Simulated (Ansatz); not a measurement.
Z-matrix (Å, degrees):
```
C
O 1 1.4222
H 2 0.9627 1 108.93
H 1 1.1230 2 111.16 3 -94.13
B 1 1.5441 4 98.83 2 -125.83
H 5 1.1887 1 119.94 4 -53.07
H 5 1.1949 6 120.07 1 -178.03
B 1 1.5493 4 99.75 5 -113.08
H 8 1.1890 1 120.30 4 -130.09
H 8 1.1900 9 120.91 1 -179.55
```
Charge 0, spin multiplicity 1.

Level of theory: frozen-core CCSD(T)/cc-pVTZ // B3LYP-D3(BJ)/def2-TZVP in Ansatz (an electronic-structure program).

```yaml
HF energy: -165.59825 Ha
MP2 correlation energy: -0.61581 Ha
```

Q: Estimate the CCSD correlation energy, the (T) correction, the total energy and the T1 diagnostic.

A: 
The CCSD correlation energy is -0.65583 Ha, the (T) correction is -0.02397 Ha and the CCSD(T) total energy is -166.27805 Ha. The T1 diagnostic comes out as 0.013.
